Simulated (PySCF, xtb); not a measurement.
B2H4, SMILES BB.

Harmonic wavenumbers (cm⁻¹) from GFN2-xTB run with xtb at its own minimum, in rising order: 405, 405, 478, 825, 825, 900, 1163, 1172, 2598, 2606, 2613, 2614.

What does PySCF with B3LYP-D3(BJ)/def2-TZVP give at its own minimum? (An estimate is asked for; the answer gives what the named calculation found.)

393, 393, 567, 877, 998, 998, 1136, 1201, 2554, 2574, 2619, 2619. Paired by order, the mean absolute difference is 48 cm⁻¹ and the zero-point energies are 23.7 and 24.2 kcal/mol.
